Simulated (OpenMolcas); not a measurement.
## Mn3+, Tc3+, Re3+: d4 down the group

```json
{"Program": "OpenMolcas 26.06", "Method": "MS-CASPT2, IPEA 0.25 Eh, imaginary shift 0.1 Eh", "Basis": "ANO-RCC-VQZP", "Scalar Hamiltonian": "DKH2, point nucleus", "Spin-orbit coupling": "state interaction with AMFI integrals over the reference wave functions, term energies averaged over their components"}
```

Active space for each ion: 4 electrons in 10 orbitals (d d); closed shells correlated by CASPT2: Mn3+ 3s 3p; Tc3+ 4s 4p; Re3+ 5s 5p.

Computed levels in cm-1 above 5D0:

```json
{"Level": "5D1", "Mn3+": "102", "Tc3+": "344", "Re3+": "3340"}
{"Level": "5D2", "Mn3+": "301", "Tc3+": "940", "Re3+": "6400"}
{"Level": "5D3", "Mn3+": "589", "Tc3+": "1705", "Re3+": "8860"}
{"Level": "5D4", "Mn3+": "957", "Tc3+": "2590", "Re3+": "10680"}
{"Level": "3P0(1)", "Mn3+": "20920", "Tc3+": "14270", "Re3+": "15150"}
{"Level": "3H4", "Mn3+": "21450", "Tc3+": "15560", "Re3+": "17780"}
{"Level": "3P1(1)", "Mn3+": "21530", "Tc3+": "16030", "Re3+": "20360"}
{"Level": "3H5", "Mn3+": "21680", "Tc3+": "16400", "Re3+": "21980"}
{"Level": "3H6", "Mn3+": "21940", "Tc3+": "17140", "Re3+": "24000"}
{"Level": "weight of 5D in the lowest level (%)", "Mn3+": "100", "Tc3+": "98", "Re3+": "66"}
```

Mixed levels, with the weight of the term that names them: Re3+ 5D0 (66 %), Re3+ 5D4 (75 %), Re3+ 3P0(1) (55 %), Re3+ 3H4 (58 %).

Measured, with the error of the calculation in %. Measured levels: Mn3+ from Corliss and Sugar, J. Phys. Chem. Ref. Data 6, 1253 (1977); Re3+ from the list in Brasseur, Gamrath and Quinet, At. Data Nucl. Data Tables 157, 101636 (2024).

```
 Level          Mn3+          Re3+
   5D1   99.0 (+3.2)   3084 (+8.3)
   5D2    287 (+5.1)   5979 (+7.0)
   5D3    552 (+6.8)   8350 (+6.1)
   5D4    886 (+8.1)  10121 (+5.5)
3P0(1)  20654 (+1.3)              
   3H4  21281 (+0.8)  16946 (+4.9)
3P1(1)  21279 (+1.2)  19340 (+5.3)
   3H5  21475 (+1.0)  20930 (+5.0)
   3H6  21679 (+1.2)  22896 (+4.8)
```

The fine-structure level 5D4 changes by a factor of 11.2 from Mn3+ to Re3+.

Without spin-orbit coupling 3P(1) lies 21460, 15500, 13040 cm-1 above 5D in that order; the difference to the level 3P0(1), of either sign, comes from spin-orbit coupling, which also lowers the zero.

CASPT2 does not keep the components of a term degenerate, so their means are used; among the terms shown or strongly mixed into the levels shown the widest spread is 830 cm-1 (5d4 1I, Re3+). Active for correlation alone: 4d; no level in the range computed is led by a configuration that fills it, so any true level of that kind is missing (holds for Mn3+). Active for correlation alone: 5d; no level in the range computed is led by a configuration that fills it, so any true level of that kind is missing (holds for Tc3+). Active for correlation alone: 6d; no level in the range computed is led by a configuration that fills it, so any true level of that kind is missing (holds for Re3+). Measured partners are found by configuration, term and J. A level has none where our copy of the source lacks it or the pairing is in doubt (some pairs that miss far off the trend of their configuration count as doubtful), and it then counts in no deviation. Only configurations of the active space appear.

A number in round brackets counts repeated terms of one configuration in the order of the reference energies.
